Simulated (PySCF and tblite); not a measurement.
Values are calculated unless marked as measured or tabulated.
C₃H₅Br, numbered as in [CH2:1]=[CH:2][CH2:3][Br:4].

The ensemble was built from 90 distance-geometry starts (ETKDG and KDG, MMFF94s, GFN2-xTB) and rests on PBE0-D3(BJ)/def2-SVP geometries. Weights use CAM-B3LYP-D3(BJ)/def2-TZVP energies plus GFN2-xTB zero-point and thermal terms (modes under about 100 cm⁻¹ blended into free rotors). Symmetry numbers and mirror images are counted. Conformers within 3 kcal/mol (GFN2-xTB free energy) were kept, 8 at most. Codes: tblite and PySCF.

Rotational constants are equilibrium values for the commonest isotopes; dipoles come from the energy level named.

Torsions listed: C1–C2–C3–Br4. Of a mirror pair one member is shown.

```tsv
conformer	shape	symmetry
1	-116°	C1 (pair)
2	0°	Cs
```

Problem. Give the rotational constants and dipole components, as needed to look for these species in a jet-cooled rotational spectrum.

Solution. 
| conformer | A (MHz) | B (MHz) | C (MHz) | abs μa (D) | abs μb (D) | abs μc (D) | κ | Ic−Ia−Ib (u Å²) |
| --- | --- | --- | --- | --- | --- | --- | --- | --- |
| 1 | 19235 | 1967 | 1909 | 1.80 | 0.84 | 0.03 | -0.99 | -18.4 |
| 2 | 12721 | 2570 | 2167 | 1.49 | 1.18 | 0.00 | -0.92 | -3.2 |

Problem. Which type of transition is strongest for conformer 1?

Solution. a-type, since that component is clearly the largest; the top is near-prolate.
